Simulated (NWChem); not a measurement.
System: Cs, doublet

NWChem input:

```
start job
memory heap 200 mb stack 900 mb global 1100 mb
geometry units angstroms noautoz
  Cs     0.000000     0.000000     0.000000
end
basis spherical
  * library def2-tzvp
end
ecp
  Cs library def2-ecp
end
dft
  odft
  mult 2
  xc b3lyp
  iterations 150
  mulliken
end
task dft energy
```

Excerpt of the output:

```
             Northwest Computational Chemistry Package (NWChem) 7.3.0
             --------------------------------------------------------

                             Geometry "geometry" -> ""
                             -------------------------

 Output coordinates in angstroms (scale by  1.889725989 to convert to a.u.)

  No.       Tag          Charge          X              Y              Z
 ---- ---------------- ---------- -------------- -------------- --------------
    1 Cs                  55.0000     0.00000000     0.00000000     0.00000000

 Effective nuclear repulsion energy (a.u.)       0.0000000000

                                 NWChem DFT Module
                                 -----------------

 Summary of "ao basis" -> "ao basis" (spherical)
 ------------------------------------------------------------------------------
       Tag                 Description            Shells   Functions and Types
 ---------------- ------------------------------  ------  ---------------------
 Cs                        def2-tzvp                11       29   5s3p3d

            General Information
            -------------------
          SCF calculation type: DFT
          Wavefunction type:  spin polarized.
          No. of atoms     :     1
          No. of electrons :     9
           Alpha electrons :     5
            Beta electrons :     4
          Charge           :     0
          Spin multiplicity:     2
          Use of symmetry is: off; symmetry adaption is: off
          Maximum number of iterations: 150
          AO basis - number of functions:    29
                     number of shells:    11
          Convergence on energy requested:  1.00D-06
          Convergence on density requested:  1.00D-05
          Convergence on gradient requested:  5.00D-04

              XC Information
              --------------
                         B3LYP Method XC Potential
                     Hartree-Fock (Exact) Exchange  0.200
                        Slater Exchange Functional  0.800 local
                    Becke 1988 Exchange Functional  0.720 non-local
              Lee-Yang-Parr Correlation Functional  0.810
                  VWN I RPA Correlation Functional  0.190 local

             Grid Information
             ----------------
          Grid used for XC integration:  medium
          Radial quadrature: Mura-Knowles
          Angular quadrature: Lebedev.
          Tag              B.-S. Rad. Rad. Pts. Rad. Cut. Ang. Pts.
          ---              ---------- --------- --------- ---------
          Cs                  2.60      123          14.0       590
          Grid pruning is: on
          Number of quadrature shells:   123
          Spatial weights used:  Erf1

      Superposition of Atomic Density Guess
      -------------------------------------

 Sum of atomic energies:         -22.60767280

      Non-variational initial energy
      ------------------------------

 Total energy =     -19.817845
 1-e energy   =     -32.874635
 2-e energy   =      13.056790
 HOMO         =      -0.055568
 LUMO         =       0.027301

     ---------------------------------------------
      Total Density - Mulliken Population Analysis
     ---------------------------------------------

    Atom       Charge   Shell Charges
 -----------   ------   -------------------------------------------------------
    1 Cs   9     9.00  -0.32  1.55  0.75  0.47  0.55  5.39  0.61  0.00  0.00 -0.00  0.00

     --------------------------------------------
      Spin Density - Mulliken Population Analysis
     --------------------------------------------

    Atom       Charge   Shell Charges
 -----------   ------   -------------------------------------------------------
    1 Cs   9     1.00  -0.01  0.02 -0.03  0.46  0.55  0.00  0.00  0.00  0.00 -0.00  0.00

   convergence    iter        energy       DeltaE   RMS-Dens  Diis-err
 ---------------- ----- ----------------- --------- --------- ---------
 d= 0,ls=0.0,diis     1    -20.1437969153 -2.01D+01  2.94D-02  3.14D-03
                                                     4.56D-03  1.65D-03
 d= 0,ls=0.0,diis     2    -20.1492920411 -5.50D-03  4.39D-03  2.46D-04
                                                     9.51D-04  1.64D-04
 d= 0,ls=0.0,diis     3    -20.1495674041 -2.75D-04  2.20D-03  4.96D-06
                                                     1.76D-04  3.75D-06
 d= 0,ls=0.0,diis     4    -20.1495824542 -1.51D-05  2.90D-04  6.81D-08
                                                     3.45D-06  1.42D-09
 d= 0,ls=0.0,diis     5    -20.1495826474 -1.93D-07  1.59D-05  4.20D-10
                                                     1.45D-07  8.73D-12
 d= 0,ls=0.0,diis     6    -20.1495826480 -5.94D-10  4.18D-07  9.23D-14
                                                     5.02D-08  3.01D-13

         Total DFT energy =      -20.149582647977
      One electron energy =      -33.003712229556
           Coulomb energy =       15.995342047942
    Exchange-Corr. energy =       -3.141212466363
 Nuclear repulsion energy =        0.000000000000

 Numeric. integr. density =        9.000000001808

                    DFT Final Alpha Molecular Orbital Analysis
                    ------------------------------------------

 Vector    3  Occ=1.000000D+00  E=-5.409350D-01
              MO Center=  6.8D-16,  4.4D-16,  9.2D-17, r^2= 1.4D+00
   Bfn.  Coefficient  Atom+Function         Bfn.  Coefficient  Atom+Function
  ----- ------------  ---------------      ----- ------------  ---------------
     7      0.768594  1 Cs py                 6     -0.416360  1 Cs px
     8     -0.216564  1 Cs pz                10      0.115341  1 Cs py
     9     -0.062482  1 Cs px                11     -0.032499  1 Cs pz

 Vector    4  Occ=1.000000D+00  E=-5.409350D-01
              MO Center= -8.5D-16, -1.3D-16,  1.3D-17, r^2= 1.4D+00
   Bfn.  Coefficient  Atom+Function         Bfn.  Coefficient  Atom+Function
  ----- ------------  ---------------      ----- ------------  ---------------
     6      0.764817  1 Cs px                 8     -0.357327  1 Cs pz
     7      0.313631  1 Cs py                 9      0.114774  1 Cs px
    11     -0.053623  1 Cs pz                10      0.047066  1 Cs py

 Vector    5  Occ=1.000000D+00  E=-9.564353D-02
              MO Center=  2.1D-15,  1.5D-15,  1.9D-16, r^2= 1.0D+01
   Bfn.  Coefficient  Atom+Function         Bfn.  Coefficient  Atom+Function
  ----- ------------  ---------------      ----- ------------  ---------------
     4      1.016726  1 Cs s                  2     -0.427277  1 Cs s
     3     -0.212385  1 Cs s                  1      0.175249  1 Cs s
     5      0.125076  1 Cs s

 Vector    6  Occ=0.000000D+00  E=-1.989145D-02
              MO Center=  4.9D-15,  1.9D-15,  3.8D-15, r^2= 2.0D+01
   Bfn.  Coefficient  Atom+Function         Bfn.  Coefficient  Atom+Function
  ----- ------------  ---------------      ----- ------------  ---------------
    13      0.886868  1 Cs py                14      0.461833  1 Cs pz
     7     -0.200070  1 Cs py                 8     -0.104186  1 Cs pz
    12     -0.103708  1 Cs px

 Vector    7  Occ=0.000000D+00  E=-1.989145D-02
              MO Center=  8.6D-15,  1.6D-14,  8.2D-15, r^2= 2.0D+01
   Bfn.  Coefficient  Atom+Function         Bfn.  Coefficient  Atom+Function
  ----- ------------  ---------------      ----- ------------  ---------------
    12      0.828314  1 Cs px                14     -0.459771  1 Cs pz
    13      0.336285  1 Cs py                 6     -0.186861  1 Cs px
     8      0.103721  1 Cs pz                 7     -0.075863  1 Cs py

 Vector    8  Occ=0.000000D+00  E=-1.989145D-02
              MO Center= -5.1D-13, -6.9D-14, -1.2D-13, r^2= 2.0D+01
   Bfn.  Coefficient  Atom+Function         Bfn.  Coefficient  Atom+Function
  ----- ------------  ---------------      ----- ------------  ---------------
    14      0.765442  1 Cs pz                12      0.560109  1 Cs px
    13     -0.333104  1 Cs py                 8     -0.172677  1 Cs pz
     6     -0.126356  1 Cs px                 7      0.075145  1 Cs py

                     DFT Final Beta Molecular Orbital Analysis
                     -----------------------------------------

 Vector    2  Occ=1.000000D+00  E=-5.388865D-01
              MO Center=  9.3D-17,  4.8D-16, -7.2D-16, r^2= 1.4D+00
   Bfn.  Coefficient  Atom+Function         Bfn.  Coefficient  Atom+Function
  ----- ------------  ---------------      ----- ------------  ---------------
     8      0.698515  1 Cs pz                 6      0.416963  1 Cs px
     7     -0.394694  1 Cs py                11      0.101113  1 Cs pz
     9      0.060357  1 Cs px                10     -0.057134  1 Cs py

 Vector    3  Occ=1.000000D+00  E=-5.388865D-01
              MO Center= -7.4D-16, -1.6D-16,  4.0D-16, r^2= 1.4D+00
   Bfn.  Coefficient  Atom+Function         Bfn.  Coefficient  Atom+Function
  ----- ------------  ---------------      ----- ------------  ---------------
     6      0.784152  1 Cs px                 7      0.367023  1 Cs py
     8     -0.260697  1 Cs pz                 9      0.113510  1 Cs px
    10      0.053128  1 Cs py                11     -0.037737  1 Cs pz

 Vector    4  Occ=1.000000D+00  E=-5.388865D-01
              MO Center=  1.8D-16,  1.2D-15,  4.1D-16, r^2= 1.4D+00
   Bfn.  Coefficient  Atom+Function         Bfn.  Coefficient  Atom+Function
  ----- ------------  ---------------      ----- ------------  ---------------
     7      0.725999  1 Cs py                 8      0.511545  1 Cs pz
     6     -0.169738  1 Cs px                10      0.105092  1 Cs py
    11      0.074048  1 Cs pz

[...]
```

Level: B3LYP/def2-TZVP with def2 effective core potentials on Cs, spin-unrestricted. No stability test was run on the SCF state. def2 effective core potentials on Cs; no spin-orbit coupling.
